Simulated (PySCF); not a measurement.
Mayer bond orders and bond lengths

Species: C2H8F3NSi2.
SMILES with atom numbers: `[F:1][SiH2:2][NH:3][SiH2:4][CH2:5][CH:6]([F:7])[F:8]` (hydrogens: H9, H10 on Si2; H11 on N3; H12, H13 on Si4; H14, H15 on C5; H16 on C6)

Geometry (GFN2-xTB, Å), atoms numbered from 1 in this order:
```
atom  x, y, z in Å
F1     3.018    1.788   -0.049
Si2    2.704    0.484    0.831
N3     1.161   -0.064    0.283
Si4   -0.015    0.784   -0.656
C5    -1.454   -0.423   -0.988
C6    -2.194   -0.808    0.261
F7    -1.394   -1.492    1.126
F8    -3.229   -1.653   -0.005
H9     2.689    0.955    2.208
H10    3.730   -0.492    0.503
H11    0.863   -0.941    0.679
H12   -0.550    1.951    0.060
H13    0.549    1.166   -1.949
H14   -2.172    0.041   -1.660
H15   -1.101   -1.335   -1.468
H16   -2.610    0.048    0.812
```

Bond orders from the PBE0/pcSseg-1 density (PySCF). Geometry: GFN2-xTB, one conformer, isolated molecule.

Question: Where do the orders between heavy atoms depart from those drawn in the SMILES?

Answer: The largest departure is 0.123, at Si4–C5 (drawn single, 0.877). Drawn single, order below 0.88: Si4–C5 (0.877).

Question: Set the Mayer orders of the bonds between heavy atoms beside their lengths.

Answer: 
| bond | drawn as | length (Å) | Mayer order |
| --- | --- | --- | --- |
| F1–Si2 | single | 1.604 | 0.893 |
| Si2–N3 | single | 1.727 | 0.984 |
| N3–Si4 | single | 1.727 | 0.942 |
| Si4–C5 | single | 1.908 | 0.877 |
| C5–C6 | single | 1.502 | 1.038 |
| C6–F7 | single | 1.363 | 0.923 |
| C6–F8 | single | 1.362 | 0.956 |

Bonds between the same two heavy elements. N–Si: lowest N3–Si4 (0.942, 1.727 Å), highest Si2–N3 (0.984, 1.727 Å). C–F: lowest C6–F7 (0.923, 1.363 Å), highest C6–F8 (0.956, 1.362 Å).

Question: And the bonds to hydrogen?

Answer: H–Si: 0.90 to 0.94 (4 bonds); H–N: 0.91 (1 bond); C–H: 0.93 to 0.95 (3 bonds).

Question: Sum the orders of all bonds at each heavy atom with more than one neighbour and set the sums beside the valence in the SMILES.

Answer: Si2 3.681 (drawn 4), N3 2.836 (drawn 3), Si4 3.674 (drawn 4), C5 3.780 (drawn 4), C6 3.869 (drawn 4). Orders between atoms that aren't bonded are not in these sums.

The Mayer order sums products of elements of PS (density times overlap matrix) between the two atoms' basis functions, so it depends on the basis set.

The run behind these numbers computed NMR shieldings as well. Hardware: Arm Neoverse N1, one thread, no GPU (shared host). Cost: 56 s wall, 0.90 GiB resident at most.
